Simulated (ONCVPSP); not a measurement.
## Varying the ONCV potential for osmium

Base potential:

ONCVPSP 4.0.1 input, shortened (lines: element, Z, core and valence counts, functional; n l f; lmax; l rc ep ncon nbas qcut; lloc lpopt rc5 dvloc0; l nproj debl; icmod fcfact rcfact), LDA (Perdew-Zunger), scalar-relativistic:

```
  Os 76.00   10    4        3      upf
    1    0    2.00
    2    0    2.00
    2    1    6.00
    3    0    2.00
    3    1    6.00
    3    2   10.00
    4    0    2.00
    4    1    6.00
    4    2   10.00
    4    3   14.00
    5    0    2.00
    5    1    6.00
    5    2    6.00
    6    0    2.00
    2
    0    1.50    0.00    4    7    9.30
    1    1.65    0.00    4    8    6.70
    2    2.30    0.00    4    9    7.60
    4    5    1.25    0.00
    0    2    1.10
    1    2    2.30
    2    1    2.00
    3    5.50    1.05
```

Cutoffs, loose and tight: the cutoffs (Ha) at which the residual kinetic energy of the hardest occupied pseudo-wave falls to 1 and 0.1 mHa per electron. They do not see the model core or the augmentation charge, which bear on the density cutoff. Test errors are all-electron minus pseudo excitation energies from the reference, over the configurations 5s2 5p6 5d6 6s1; 5s2 5p6 5d6 6s0; 5s2 5p6 5d5 6s0; 5s2 5p6 5d6 6s0 6p2. A dash means not determined; rows that change the core or the reference have their own tests.

| change | outcome | cutoff, loose | cutoff, tight | bound ghosts | GHOST(+) flags above zero | largest test error (meV) |
| --- | --- | --- | --- | --- | --- | --- |
| base | generated | 29 Ha | 34 Ha | none | s | -10 |
| p: qcut 9.6 | generated | 29 Ha | 34 Ha | none | s | -11 |
| functional PBEsol | generated | 29 Ha | 34 Ha | none | s | -12 |
| core correction Teter function, fcfact 5.5, rcfact 1.98 | generated | 29 Ha | 34 Ha | none | s | -129 |
| s: qcut 11.4; p: qcut 8.2; d: qcut 9.3 | failed: ERROR pspot: first pseudo wave function has node, program will stop | – | – | – | – | – |
| core correction Teter function, fcfact 5, rcfact 1 | generated | 29 Ha | 34 Ha | none | s | -10 |
